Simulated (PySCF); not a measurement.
C₂H₁₁FNSi₃ (doublet state).
SMILES with atom numbers: `[CH3:1][SiH2:2][SiH2:3][C@@H:4]([F:5])[SiH:6][NH2:7]` (hydrogens: H8, H9, H10 on C1; H11, H12 on Si2; H13, H14 on Si3; H15 on C4; H16 on Si6; H17, H18 on N7)

Cartesian coordinates in Å at the GFN2-xTB level; atoms count from 1:
```
atom  x, y, z in Å
C1     3.3548    0.3768   -0.1227
Si2    2.0247   -0.9785   -0.0028
Si3   -0.0633   -0.0193    0.2631
C4    -1.1687   -0.3861   -1.2766
F5    -0.9381   -1.7241   -1.6417
Si6   -3.0602   -0.1832   -1.0688
N7    -3.2958    1.3875   -0.4040
H8     3.3451    1.0169    0.7553
H9     3.2040    1.0111   -0.9923
H10    4.3488   -0.0539   -0.1999
H11    2.1385   -1.8203   -1.2004
H12    2.3694   -1.8302    1.1485
H13   -0.8123   -0.5248    1.4277
H14   -0.1056    1.4484    0.3888
H15   -0.8003    0.1980   -2.1268
H16   -3.5811   -1.3241   -0.3040
H17   -4.2339    1.7397   -0.3081
H18   -2.7348    1.6724    0.3882
```

The hyperfine couplings belong to this conformer and change with its torsions.

Theory: UKS B3LYP, pcH-1 on C F H N Si, non-relativistic, mean-field spin-orbit, GIAO (PySCF). Geometry: GFN2-xTB, one conformer, isolated molecule. The geometry wasn't refined by DFT: couplings that depend on bond lengths, twists or pyramidal angles can differ widely from those at the functional's own minimum, by a factor of two or more for some ions and for spin on atoms past the first row. Stability of the SCF solution: not tested.

(1) Match the computed a_iso(13C) values +6.5, +1.2 MHz with the sites C1; C4.

(2) Match the computed a_iso(29Si) values -563.5, -33.6, -7.6 MHz with the sites Si2; Si3; Si6.

Answers

(1) 
```json
{"site": "C1", "a_iso (MHz)": "+1.2", "ρ(0) (bohr⁻³)": "+0.0011", "position": "4 bonds from Si6", "distance from Si6 (Å)": "6.51", "spin population": "0.00", "largest |T| (MHz)": "0.4"}
{"site": "C4", "a_iso (MHz)": "+6.5", "ρ(0) (bohr⁻³)": "+0.0058", "position": "1 bond from Si6", "distance from Si6 (Å)": "1.91", "spin population": "0.00", "largest |T| (MHz)": "7.7"}
```

(2) 
| site | a_iso (MHz) | ρ(0) (bohr⁻³) | position | distance from Si6 (Å) | spin population | largest \|T\| (MHz) |
| --- | --- | --- | --- | --- | --- | --- |
| Si2 | -7.6 | +0.0086 | 3 bonds from Si6 | 5.26 | +0.01 | 2.1 |
| Si3 | -33.6 | +0.0378 | 2 bonds from Si6 | 3.28 | +0.02 | 8.1 |
| Si6 | -563.5 | +0.6351 | largest spin population | 0.00 | +0.87 | 156.9 |

ρ(0) is the spin density at the nucleus and T the dipolar tensor; a_iso includes a spin–orbit part; entries for several nuclei are means. Largest spin populations (Mulliken): Si6 (+0.87) and H16 (+0.06). No atom but Si6 exceeds +0.15. The angles at Si6 add up to 332.2°, so it is pyramidal.

Nuclei that the bonding pattern makes equivalent are averaged, as if the motion that swaps them (rotation, inversion, ring flip) were fast. The 1H value of +29.8 MHz is a mean of couplings from -0.4 to 59.9 MHz in this one geometry, not an average over conformers.
